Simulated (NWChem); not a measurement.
# Polarisability of CF (+1)

```
C
F 1 1.1535
```
Charge +1, spin multiplicity 1.

All runs are NWChem calculations. The geometry was optimised at PBE0/def2-SVP, a minimum by its harmonic frequencies.

Basis set: 6-31G*. Static limit. This basis has no diffuse functions, which lowers polarisabilities.

The correlated methods keep 2 core orbitals frozen. B3LYP has NWChem's definition, with VWN1-RPA local correlation. The Pople sets run with spherical d functions. The structure started from a generated list of species. Coupled-cluster values serve here as a point of comparison, not as the truth.

**Question.** For the isotropic polarisability, LDA (SVWN5) gives 7.54 bohr³ and HF gives 7.17 bohr³. What do B3LYP, PBE, CCSD linear response give?

**Answer.** B3LYP: 7.38 bohr³; PBE: 7.47 bohr³; CCSD linear response: 7.39 bohr³.
